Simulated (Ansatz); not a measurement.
BMe2I (C2H6BI), relaxed as a singlet with RKS PBE0-D4/def2-SVP in Ansatz, starting from the GFN2-xTB geometry. Force threshold 0.02 eV/Å.

In the def2 sets I takes a core potential; there is no spin–orbit coupling.

Start:

Cartesian coordinates in Å:
```
B -0.026 -0.481 -0.139
C 1.339 0.276 -0.305
H 2.005 -0.002 0.515
H 1.243 1.359 -0.273
H 1.871 0.011 -1.218
C -1.312 0.208 0.440
H -2.004 0.426 -0.378
H -1.113 1.154 0.942
H -1.866 -0.430 1.130
I -0.136 -2.520 -0.715
```

(1) Estimate the energy that the relaxation releases and the steps that it takes.

(2) Does the start keep its bonding?

(3) Predict the relaxed structure.

## Answers

(1) 0.05 eV, in 9 steps; 12 s on 4 threads of Intel Xeon Platinum 8488C on a shared host. The force fell under the threshold at step 8, but the optimiser went on. No frequencies were taken in this run, so the end may be a saddle point.

(2) By distances, no bond broke or formed. The bond that changes most is B1–I10, from 2.12 to 2.16 Å (atoms count from 1).

(3) 
Cartesian coordinates in Å:
```
B -0.024 -0.468 -0.129
C 1.324 0.284 -0.358
H 1.904 0.162 0.577
H 1.177 1.368 -0.490
H 1.945 -0.115 -1.170
C -1.298 0.186 0.489
H -1.872 0.603 -0.362
H -1.053 1.038 1.144
H -1.969 -0.511 1.009
I -0.134 -2.546 -0.708
```
Bond lengths: 2 × B–C 1.56 Å; 1 × B–I 2.16 Å; 6 × C–H 1.10 to 1.11 Å.
